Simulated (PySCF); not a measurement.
**A small calculation by hand: dipole moment from atomic charges**

Si(F)2(OH)2 (F2H2O2Si), SMILES O[Si](O)(F)F. Atoms are numbered in the order given.

```xyz
7

O     -0.2512     1.5997    -0.1315
Si     0.0147    -0.0078     0.0089
O      1.6152    -0.3015    -0.0199
F     -0.7644    -0.7859    -1.1664
F     -0.5854    -0.6064     1.3716
H     -1.1466     1.9112    -0.2975
H      2.1771     0.3420    -0.4627
```
Charge 0, spin multiplicity 1.

Geometry optimised at ωB97X-D3(BJ)/def2-SVP. The values are those of a single conformer.

Charges (e) from B3LYP/def2-TZVP (PySCF):

```json
[
 {"atom": "O1", "IAO": "-0.803", "ESP fit": "-0.721"},
 {"atom": "Si2", "IAO": "1.883", "ESP fit": "1.093"},
 {"atom": "O3", "IAO": "-0.795", "ESP fit": "-0.645"},
 {"atom": "F4", "IAO": "-0.533", "ESP fit": "-0.329"},
 {"atom": "F5", "IAO": "-0.528", "ESP fit": "-0.289"},
 {"atom": "H6", "IAO": "0.387", "ESP fit": "0.450"},
 {"atom": "H7", "IAO": "0.390", "ESP fit": "0.442"}
]
```

The dipole moment of the full density is 2.48 D.

**Question.** What dipole moment does each set of point charges give, and which comes closer to that of the density?

**Answer.** 
μ = Σ q r, and 1 e Å = 4.8032 D.
IAO: Σ q r = (0.067, 0.553, -0.260) e Å, |μ| = 2.95 D.
ESP fit: Σ q r = (0.022, 0.478, -0.234) e Å, |μ| = 2.56 D.
ESP fit comes closer in size. Point charges leave out the atoms' own dipoles (lone pairs, polarised bonds); fits to the potential absorb them, partitions of the density don't.
